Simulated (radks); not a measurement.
Nd, 60 electrons, occupied as [Xe] 4f4 6s2.

All-electron calculation, Dirac Kohn-Sham, BLYP, spin-unpolarised, spherical densities, finite nucleus; open shells are shared between the two j in proportion to 2j + 1; Fermi nuclear charge, rms radius 4.9123 fm. Program: a radial shooting solver on a logarithmic mesh with Libxc functionals.

Energy parts (hartree):
| part | energy |
|---|---|
| total | -9630.1226 |
| kinetic | 10384.7617 |
| electron-nucleus | -23528.1452 |
| Hartree | 3737.1311 |
| exchange-correlation | -223.8702 |

Orbitals (lengths in bohr, moments of r in powers of bohr; r(max) is where P^2 peaks; r(90%) holds 90 % of the orbital's charge):
| orbital | occ. | eigenvalue (hartree) | <r^4> | r(90%) | <1/r> | r(max) | small-component weight |
|---|---|---|---|---|---|---|---|
| 1s1/2 | 2 | -1593.551 | 1.526e-06 | 0.0426 | 66.05 | 0.01509 | 4.95e-02 |
| 2s1/2 | 2 | -257.6329 | 0.0002479 | 0.156 | 15.63 | 0.08565 | 1.08e-02 |
| 2p1/2 | 2 | -243.7658 | 0.0001551 | 0.139 | 15.62 | 0.06507 | 1.09e-02 |
| 2p3/2 | 4 | -224.6463 | 0.0001966 | 0.147 | 14.03 | 0.07052 | 1.02e-02 |
| 3s1/2 | 2 | -55.87941 | 0.009933 | 0.391 | 5.663 | 0.2440 | 3.35e-03 |
| 3p1/2 | 2 | -49.95297 | 0.009166 | 0.384 | 5.578 | 0.2308 | 3.30e-03 |
| 3p3/2 | 4 | -46.13705 | 0.01096 | 0.402 | 5.181 | 0.2425 | 3.10e-03 |
| 3d3/2 | 4 | -35.80607 | 0.008219 | 0.374 | 5.052 | 0.1941 | 2.98e-03 |
| 3d5/2 | 6 | -34.98107 | 0.008688 | 0.380 | 4.952 | 0.1974 | 2.93e-03 |
| 4s1/2 | 2 | -11.09983 | 0.2526 | 0.873 | 2.353 | 0.5654 | 1.04e-03 |
| 4p1/2 | 2 | -8.86335 | 0.2938 | 0.908 | 2.248 | 0.5728 | 9.75e-04 |
| 4p3/2 | 4 | -8.03461 | 0.3506 | 0.949 | 2.116 | 0.5979 | 9.09e-04 |
| 4d3/2 | 4 | -4.35812 | 0.5338 | 1.06 | 1.895 | 0.6138 | 7.56e-04 |
| 4d5/2 | 6 | -4.21174 | 0.5655 | 1.07 | 1.862 | 0.6221 | 7.38e-04 |
| 5s1/2 | 2 | -1.47592 | 8.897 | 2.12 | 0.9028 | 1.319 | 2.21e-04 |
| 5p1/2 | 2 | -0.88006 | 15.72 | 2.45 | 0.7896 | 1.447 | 1.73e-04 |
| 5p3/2 | 4 | -0.76867 | 19.76 | 2.59 | 0.7415 | 1.521 | 1.55e-04 |
| 6s1/2 | 2 | -0.12355 | 788.8 | 6.55 | 0.2851 | 3.730 | 2.41e-05 |
| 5d3/2 | 0 | -0.06857 | 403.0 | 5.41 | 0.4127 | 2.231 | 4.89e-05 |
| 4f5/2 | 1.71429 | -0.06447 | 14.80 | 1.99 | 1.249 | 0.6596 | 3.69e-04 |
| 5d5/2 | 0 | -0.06248 | 468.1 | 5.62 | 0.3994 | 2.289 | 4.58e-05 |
| 4f7/2 | 2.28571 | -0.04968 | 18.34 | 2.05 | 1.231 | 0.6649 | 3.61e-04 |
| 6p1/2 | 0 | -0.04403 | 3163 | 9.23 | 0.2067 | 4.925 | 1.22e-05 |
| 6p3/2 | 0 | -0.03794 | 4066 | 9.82 | 0.1941 | 5.229 | 1.09e-05 |

The highest occupied level is 4f7/2 at -1.352 eV. The configuration is held as typed, so some empty levels lie below it. The density falls to 0.001 e/bohr^3 at r = 5.33 bohr. Summed over all electrons, <r^2> = 88.21 bohr^2, which gives a Langevin (diamagnetic) susceptibility term of -69.9 x 10^-6 cm^3/mol.
